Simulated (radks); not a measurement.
Question: The manganese ion Mn+, [Ar] 3d5 4s1. Calculated with a radial shooting solver on a logarithmic mesh with Libxc functionals: non-relativistic Kohn-Sham, exchange-only B88, spin-polarised, spherical densities, point nucleus. Every spin shell is full or empty, so the densities are truly spherical. Functionals are evaluated on that one density, not self-consistently. Rank these exchange functionals by their error against the exact value of the orbitals, and give that value: LDA, PBE, revPBE, RPBE, PW91, PW86, OPTX, WC, AM05, SOGGA, G96, revTPSS, MS2, Tao-Mo, TASK.

Answer: Exact: -50.7540 hartree. From best to worst, with 100 (|E| - |E exact|)/|E exact| (equal figures are ties): revPBE 0.00, MS2 -0.03, RPBE +0.10, PW91 +0.16, Tao-Mo -0.26, PBE -0.28, G96 +0.42, PW86 +0.47, revTPSS -0.48, OPTX +0.63, WC -1.04, TASK -2.64, SOGGA -2.80, AM05 -5.76, LDA -6.43.
